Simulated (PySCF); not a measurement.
Nuclear quadrupole coupling in `CC(C)[C@@H](C)S(=O)(=O)Cl`

Compound: C5H11ClO2S.
Cartesian coordinates in Å at the PBE0-D3(BJ)/def2-SVP level; atoms count from 1:
```xyz
20
C5H11ClO2S angstrom
C      5.632    5.079    1.729
C      6.668    4.427    0.818
C      6.231    3.039    0.365
C      8.044    4.447    1.510
C      8.229    3.533    2.703
S      9.309    4.066    0.258
O      9.100    4.883   -0.920
O      9.515    2.634    0.151
Cl    11.008    4.852    1.238
H      5.459    4.487    2.642
H      5.934    6.094    2.031
H      4.669    5.158    1.204
H      6.773    5.064   -0.076
H      5.288    3.110   -0.197
H      6.977    2.562   -0.286
H      6.055    2.371    1.222
H      8.292    5.490    1.768
H      8.106    2.479    2.420
H      9.228    3.657    3.143
H      7.486    3.782    3.473
```

Field gradients from the PBE0/pcSseg-1 density (PySCF, non-relativistic), principal values in atomic units, ordered |Vxx| ≤ |Vyy| ≤ |Vzz|:

```
atom      Vxx      Vyy     Vzz
  S6  -0.3414  -0.6000  0.9414
  O7  -0.4718  -0.9070  1.3788
  O8  -0.4535  -0.9255  1.3791
 Cl9  -1.6864  -1.8968  3.5832
```

Task: Find the asymmetry η = (Vxx − Vyy)/Vzz and the couplings χ = eQV/h (234.96 MHz × Q in barn × V in au), with Q(33S) = −0.0678 b, Q(17O) = −0.0256 b, Q(35Cl) = −0.0817 b.

Result: 
```
atom           environment  nucleus     η  χzz (MHz)  χxx (MHz)  χyy (MHz)
  S6       sulfonyl sulfur      33S  0.27     -15.00       5.44       9.56
  O7       sulfonyl oxygen      17O  0.32      -8.29       2.84       5.46
  O8       sulfonyl oxygen      17O  0.34      -8.30       2.73       5.57
 Cl9  chlorine bonded to S     35Cl  0.06     -68.79      32.37      36.41
```

The tensor is traceless: Vxx + Vyy + Vzz = 0.

Task: What is Vzz at O7 in SI units (1 au = 9.71736 × 10²¹ V/m²)?

Result: 1.3788 au = 13.399 × 10²¹ V/m².

Were the hydrogens deuterons (Q(2H) = 0.00286 b), χzz would run from 183 kHz (H13) to 197 kHz (H20, H14 and H12).

The structure is a single PBE0-D3(BJ)/def2-SVP conformer in the gas phase; no vibrational or solvent corrections. With so small a basis the couplings can be 20 % off.
